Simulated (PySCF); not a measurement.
# What a mistake does to a calculation on B2H4NSi

These are calculations, not measurements. They come from PySCF 2.14.0, an open-source quantum chemistry program, on an isolated molecule that a program drew, which may never have been made. The molecule is B2H4NSi (charge 0, doublet), drawn as the SMILES string `[BH]N=[SiH]B`.

Each row is a Hartree-Fock (HF) and frozen-core CCSD(T) single point in the cc-pV(D+d)Z basis, meant for a local HF minimum. Run 1 is clean. Each other run has one planted mistake out of seven kinds, and not every kind appears here: one electron removed, one electron added, multiplicity raised by two, geometry at a saddle point, minimal basis STO-3G, one bond length entered in bohr, all coordinates scaled. The reference is restricted for singlets and unrestricted otherwise, and also for a bond in bohr. Adding or removing an electron swaps singlet and doublet. Electrons count all cores. HOMO and LUMO are orbital energies over both spins, the gradient is its largest component, and the lowest frequency (negative if imaginary) is given only where the gradient is small. Bond lengths are over the 7 bonds as drawn. T1 is the CCSD diagnostic: over 0.02 (restricted) or 0.045 (unrestricted) a single reference is doubtful.

Geometry of the clean run:
```xyz
8
B2H4NSi, angstrom
B    -0.1965    2.8725    1.5316
N    -0.2701    2.0600    0.5911
Si   -0.3618    0.9174   -0.6553
B    -0.2237   -0.9873   -0.4436
H    -0.1280    3.6409    2.4130
H    -0.5671    1.5957   -1.9482
H    -0.3086   -1.6736   -1.4242
H    -0.0569   -1.4825    0.6352
```

```
run,electrons,basis functions,<S^2>,HOMO (eV),LUMO (eV),gradient (hartree/bohr),lowest frequency (cm^-1),mean bond (Å),longest bond (Å),T1,HF (hartree),CCSD(T) (hartree),mistake
1,35,85,0.762,-7.50,0.94,3.4e-05,125,1.4149,1.921,0.0171,-395.06974,-395.53127,no fault
2,35,28,0.784,-4.86,5.09,6.2e-02,-,1.4149,1.921,0.0234,-390.37771,-390.61136,minimal basis STO-3G
3,34,85,0.000,-16.92,-6.00,8.7e-02,-,1.4149,1.921,0.0159,-394.82234,-395.25834,?
4,35,85,1.595,-7.54,0.66,1.2e-02,-,1.6023,2.786,0.0508,-394.95506,-395.41159,?
```

**Which mistake was planted in run 3, and what did it cost?**

It counts 34 electrons, one fewer than the clean run, at the same geometry and basis. So the mistake is: one electron removed. Subtracting run 1 and multiplying by 627.51 kcal/mol a hartree, the energy moved by 155.2 kcal/mol in HF and 171.3 kcal/mol in CCSD(T).

**Which mistake was planted in run 4, and what did it cost?**

The mean bond changes by a factor of 1.132 and the longest by 1.450, so the molecule wasn't scaled as a whole. A length L in bohr read as angstrom grows by (1/0.5292 - 1) L = 0.890 L. The 7 bonds together grew by 7 x 0.1874 = 1.312 Å, which gives L = 1.474 Å. That is bond Si3-H6, 1.474 Å in the clean geometry. So the mistake is: one bond length entered in bohr. Subtracting run 1 and multiplying by 627.51 kcal/mol a hartree, the energy moved by 72.0 kcal/mol in HF and 75.1 kcal/mol in CCSD(T).

Cautions from the logs. Run 4: T1 is over the limit, so its CCSD(T) energy is less reliable.
